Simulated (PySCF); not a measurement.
## Atomic charges against the basis set

Species: CH₇NOSi₂.
Numbering: `[CH2:1]=[N:2][SiH2:3][O:4][SiH3:5]` (hydrogens: H6, H7 on C1; H8, H9 on Si3; H10, H11, H12 on Si5)

Geometry (PBE0-D3(BJ)/def2-SVP, Å), atoms numbered from 1 in this order:
```xyz
12
CH7NOSi2 angstrom
C      2.3462    0.8242    0.3965
N      1.2729    0.6037   -0.2280
Si     0.5112   -0.9612   -0.4253
O     -1.0439   -0.8356    0.1154
Si    -2.3303    0.2183    0.0707
H      2.9554    0.0411    0.9001
H      2.7503    1.8511    0.4783
H      1.1863   -2.0348    0.3664
H      0.5344   -1.2776   -1.8811
H     -3.5418   -0.5259    0.5169
H     -2.0941    1.3735    0.9851
H     -2.5446    0.7263   -1.3181
```

PBE0 throughout (PySCF), one geometry, spherical d and f functions. The structure is a single PBE0-D3(BJ)/def2-SVP conformer in the gas phase; no vibrational or solvent corrections. The first 7 of 9 kinds of atom are listed.

Mulliken charges (e):

```tsv
basis	functions	C1	N2	Si3	O4	Si5	H6	H7
pcSseg-0	67	-0.097	-0.830	+1.247	-1.030	+0.815	+0.199	+0.230
cc-pVDZ	113	+0.068	-0.309	+0.583	-0.512	+0.448	+0.036	+0.054
aug-cc-pVDZ	186	+0.662	-0.475	+0.238	-1.027	-0.200	-0.209	-0.246
cc-pVTZ	256	-0.047	-0.246	+0.408	-0.342	+0.280	+0.070	+0.104
IGLO-III	263	+0.003	-0.539	+1.067	-0.679	+0.876	+0.074	+0.115
```

IAO charges (e):

```json
{"basis": "pcSseg-0", "functions": "67", "C1": "-0.082", "N2": "-0.500", "Si3": "+0.969", "O4": "-0.801", "Si5": "+0.697", "H6": "+0.104", "H7": "+0.144"}
{"basis": "cc-pVDZ", "functions": "113", "C1": "-0.067", "N2": "-0.521", "Si3": "+1.072", "O4": "-0.854", "Si5": "+0.826", "H6": "+0.103", "H7": "+0.138"}
{"basis": "aug-cc-pVDZ", "functions": "186", "C1": "-0.069", "N2": "-0.533", "Si3": "+1.078", "O4": "-0.863", "Si5": "+0.827", "H6": "+0.106", "H7": "+0.143"}
{"basis": "cc-pVTZ", "functions": "256", "C1": "-0.068", "N2": "-0.540", "Si3": "+1.112", "O4": "-0.878", "Si5": "+0.858", "H6": "+0.107", "H7": "+0.142"}
{"basis": "IGLO-III", "functions": "263", "C1": "-0.069", "N2": "-0.545", "Si3": "+1.123", "O4": "-0.885", "Si5": "+0.870", "H6": "+0.108", "H7": "+0.144"}
```

Q: Which scheme is steadiest as the basis changes?

A: Largest range over the bases for any column: IAO 0.17 e, Mulliken 1.08 e. IAO charges move least and Mulliken charges most, counted in e.

Q: How much do the charges still move between the two largest bases, cc-pVTZ and IGLO-III?

A: At most, over all atoms: Mulliken 0.659 e, IAO 0.012 e.

Q: What do the same runs give for the total energy, the frontier levels and the dipole moment?

A: 
| basis | energy (Eh) | HOMO (eV) | LUMO (eV) | μ (D) |
| --- | --- | --- | --- | --- |
| pcSseg-0 | -749.7811 | -7.06 | -1.03 | 1.63 |
| cc-pVDZ | -750.8840 | -7.12 | -0.90 | 1.43 |
| aug-cc-pVDZ | -750.9001 | -7.29 | -1.22 | 1.53 |
| cc-pVTZ | -750.9858 | -7.27 | -1.11 | 1.53 |
| IGLO-III | -750.9948 | -7.33 | -1.21 | 1.54 |

The dipole is fixed by the density alone, so its range of 0.20 D shows that the density itself changes with the basis, not only its division among atoms.
